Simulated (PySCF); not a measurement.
Cl₂OTa (SMILES [O]=[Ta]([Cl])[Cl]), doublet, at a GFN2-xTB geometry (such geometries of metal compounds can be far from the true shape) (the multiplicity is a formal guess) (core potentials on Ta). Base run: SVWN5/def2-SVP run with PySCF.

Here is a job for PySCF.
```python
from pyscf import gto, scf, dft

mol = gto.M(
    atom='''
Ta   -0.16574154   -0.14786871   -0.03004615
O    -1.42197494   -1.26863555   -0.25778010
Cl   -0.33742720    1.93896960   -0.71580246
Cl    1.71830554   -0.70699898    0.96613244
''',
    basis='def2-svp',
    ecp={'Ta': 'def2-svp'},
    spin=1,
    verbose=4,
)

mf = dft.UKS(mol)
mf.xc = 'lda,vwn'
mf.kernel()
```

Each row names what was changed in the base input (with any setting that the change needs).

| change | ΔE vs base (µEh) | grid points | electrons on the grid | outcome |
|---|---|---|---|---|
| base | 0.0 | 75856 | 55.00000 | converged |
| grids.prune = off | 0.0 | 135496 | 55.00000 | converged |
| grids.prune = dft.gen_grid.treutler_prune | -2.9 | 72288 | 55.00000 | converged |
| grids.atom_grid = (150, 974) | 2.5 | 299400 | 55.00000 | converged |
| grids.level = 4 | 5.0 | 120288 | 55.00000 | converged |
| grids.level = 1 | -27.5 | 26688 | 55.00012 | converged |
| grids.level = 5 | 1.8 | 180072 | 55.00000 | converged |
| grids.level = 2 | -20.2 | 50256 | 55.00005 | converged |
| grids.prune = dft.gen_grid.sg1_prune | - | - | - | input refused |
| grids.atom_grid = (30, 110) | 479 | 9720 | 54.99905 | converged |
| small_rho_cutoff = 0 | 0.0 | 75856 | 55.00000 | converged |

Open shells are given as the SCF converged; they aren't shown to be the lowest states, and a large step between rows can be another state.

- grids.prune = dft.gen_grid.sg1_prune: ended with `IndexError: index 73 is out of bounds for axis 0 with size 19`
